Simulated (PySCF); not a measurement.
C₄H₁₂Sn, SMILES [CH3][Sn]([CH3])([CH3])[CH3]. Geometry optimised at B3LYP-D3(BJ)/def2-SVP. The isomer is the one that the SMILES or the coordinates give; other isomers of the formula were not compared. The def2 effective core potentials stand for the cores of Sn; spin–orbit coupling is left out.

Method: B3LYP-D3(BJ)/def2-SVP run with PySCF 2.14.0.

Harmonic wavenumbers (cm⁻¹): 83, 84, 84, 84, 128, 128, 134, 134, 134, 484, 514, 514, 514, 663, 663, 663, 775, 775, 777, 777, 777, 1207, 1207, 1207, 1219, 1434, 1434, 1434, 1435, 1435, 1445, 1445, 1445, 3038, 3038, 3038, 3038, 3140, 3140, 3140, 3140, 3140, 3141, 3141, 3141. Rotational constants (GHz): 2.375, 2.375, 2.375; symmetry number 12.

Q: Work out the zero-point energy and the ideal-gas rigid-rotor harmonic-oscillator thermochemistry at 298.15 K and 1 atm.

A: ZPE = ½ Σ hcν = ½ × 62504 cm⁻¹ = 373.86 kJ/mol. H − E(el) = 405.44 kJ/mol. Entropy in J/(mol K): translation 173.43, rotation 94.71, vibration 145.96, total 414.11. G − E(el) = 281.98 kJ/mol. Cp = 159.18 J/(mol K). Modes under 150 cm⁻¹ make the vibrational entropy uncertain.
